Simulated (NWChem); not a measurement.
BF2, doublet; SMILES F[B]F

Results from NWChem. Spin-unrestricted. In the optimisation the excess spin sits in a1 (C2v, its own frame). All runs use the structure optimised with PBE0/def2-SVP, spin-unrestricted. No stability test was run on the SCF state.

Question: Predict the results for PW91/def2-TZVP. Quantities: highest occupied level (eV); lowest empty minus highest occupied level, either spin (eV); dipole (D); <S²>.

Answer: 
```yaml
highest occupied level (eV): -5.87
lowest empty minus highest occupied level, either spin (eV): 2.55
dipole (D): 0.17
"<S²>": 0.752
```
